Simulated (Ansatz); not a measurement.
An input meant for PPSbSb tetrahedron (Sb₂P₂) (charge 0, singlet).

```yaml
crystal:
  periodic: [false, false, false]
  atoms:
    - {symbol: P, position_ang: [-0.422740, -0.508100, 1.279787]}
    - {symbol: P, position_ang: [-0.120802, 1.422825, 0.188970]}
    - {symbol: Sb, position_ang: [1.596938, -0.405706, -0.276153]}
    - {symbol: Sb, position_ang: [-1.053396, -0.509019, -1.192614]}
basis:
  gaussian: {orbitals: def2-mTZVP}
hamiltonian: {xc: {name: HF}}
correlation: {method: mp2, frozen_orbitals: {P: 9}}
scf: {omitted_lower_state_checks: [starts]}
```

```sh
$ ansatz run in.yaml --threads 4 --pin off --events-out ev --progress --plain --max-ram 3916MiB
```

Shortened log:

```
Functional definition: HF
  name "HF"
  cite "Fock, Z. Phys. 61, 126 (1930) doi:10.1007/BF01340294"
  parent pbe
  exchange = exact_x
  correlation = 0
these checks for a lower state are left out or cut short: starts
Error: "frozen_orbitals" has no count for Sb
```

(1) What is wrong with this run?

Results:

(1) Frozen orbitals are typed for one element alone, and the program wants a count for each (the count typed has to fit that element's core, too). The program refused the input.
